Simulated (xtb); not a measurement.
Cl₂Pb, singlet, at a GFN2-xTB geometry (such geometries of metal compounds can be far from the true shape); GFN0-xTB run with xtb 6.7.1.

The xtb input:
```
$ xtb mol.xyz --gfn 0 --ohess --json

# file mol.xyz
3

Pb     0.00765115    -0.01117216     0.46344358
Cl     1.26191218     1.44651416    -1.10463352
Cl    -1.29881774    -1.39262489    -1.13080023
```

Question: What does xtb print? Leave out banner, timings and long lists.

Answer: 
```
   ID    Z sym.   atoms
    1   82 Pb     1
    2   17 Cl     2, 3

           -------------------------------------------------
          |                Calculation Setup                |
           -------------------------------------------------

           -------------------------------------------------
          |                 G F N 0 - x T B                 |
           -------------------------------------------------

          ...................................................
          :                      SETUP                      :
          :.................................................:
          :  # basis functions                  24          :
          :  # atomic orbitals                  22          :
          :  # shells                            8          :
          :  # electrons                        18          :
          :  electronic temp.          300.0000000     K    :
          :  accuracy                    1.0000000          :
          :  -> integral cutoff          0.2500000E+02      :
          :  -> integral neglect         0.1000000E-07      :
          ...................................................

         :::::::::::::::::::::::::::::::::::::::::::::::::::::
         ::                     SUMMARY                     ::
         :::::::::::::::::::::::::::::::::::::::::::::::::::::
         :: total energy             -11.053998376268 Eh    ::
         :: gradient norm              0.005466004872 Eh/a0 ::
         :: HOMO-LUMO gap              4.183996369446 eV    ::
         ::.................................................::
         :: H0 energy                -11.022906459278 Eh    ::
         :: repulsion energy           0.002409768624 Eh    ::
         :: electrostat energy        -0.032825689102 Eh    ::
         :: -> Gsolv                   0.000000000000 Eh    ::
         ::    -> Gsasa                0.000000000000 Eh    ::
         ::    -> Gshift               0.000000000000 Eh    ::
         :: dispersion energy         -0.000675996512 Eh    ::
         :: short-range corr.          0.000000000000 Eh    ::
         :: add. restraining           0.000000000000 Eh    ::
         :: total charge              -0.000000000000 e     ::
         :::::::::::::::::::::::::::::::::::::::::::::::::::::

      -----------------------------------------------------------
     |                   =====================                   |
[...]
 * total energy  :   -11.0539984 Eh     change        0.0000000E+00 Eh
 * total energy  :   -11.0550245 Eh     change       -0.1026158E-02 Eh
 * total energy  :   -11.0548503 Eh     change        0.1742261E-03 Eh
 * total energy  :   -11.0550796 Eh     change       -0.2292641E-03 Eh
 * total energy  :   -11.0550799 Eh     change       -0.3610324E-06 Eh
   *** GEOMETRY OPTIMIZATION CONVERGED AFTER 5 ITERATIONS ***
         :: total energy             -11.055079933202 Eh    ::
[...]
          :.................................................:

    mode    ω/cm⁻¹     T·S(HO)/kcal·mol⁻¹    T·S(FR)/kcal·mol⁻¹   T·S(vib)
   ------------------------------------------------------------------------
       1     97.99    -1.04171 ( 93.65%)    -0.85703 (  6.35%)    -1.02999
       2    226.15    -0.56925 ( 99.76%)    -0.60938 (  0.24%)    -0.56934
       3    292.34    -0.43540 ( 99.91%)    -0.53335 (  0.09%)    -0.43549
   ------------------------------------------------------------------------

   temp. (K)  partition function   enthalpy   heat capacity  entropy
                                   cal/mol     cal/K/mol   cal/K/mol   J/K/mol
 298.15  VIB   5.28                 1059.995      5.377      6.825
         ROT  0.139E+06              888.752      2.981     26.512
         INT  0.734E+06             1948.748      8.358     33.337
         TR   0.449E+28             1481.254      4.968     42.748
         TOT                        3430.0015    13.3257    76.0848   318.3389

       T/K    H(0)-H(T)+PV         H(T)/Eh          T*S/Eh         G(T)/Eh
   ------------------------------------------------------------------------
    298.15    0.546606E-02    0.687052E-02    0.361504E-01   -0.292798E-01
   ------------------------------------------------------------------------

         :::::::::::::::::::::::::::::::::::::::::::::::::::::
         ::                  THERMODYNAMIC                  ::
         :::::::::::::::::::::::::::::::::::::::::::::::::::::
         :: total free energy         -11.084359777129 Eh   ::
         ::.................................................::
         :: total energy              -11.055079933202 Eh   ::
         :: zero point energy           0.001404459708 Eh   ::
         :: G(RRHO) w/o ZPVE           -0.030684303635 Eh   ::
         :: G(RRHO) contrib.           -0.029279843927 Eh   ::
         :::::::::::::::::::::::::::::::::::::::::::::::::::::

optimized geometry written to: xtbopt.xyz

           -------------------------------------------------
          | TOTAL ENERGY              -11.055079933202 Eh   |
          | TOTAL ENTHALPY            -11.048209418154 Eh   |
          | TOTAL FREE ENERGY         -11.084359777129 Eh   |
          | GRADIENT NORM               0.000284976180 Eh/α |
          | HOMO-LUMO GAP               4.253692796713 eV   |
           -------------------------------------------------

normal termination of xtb
```
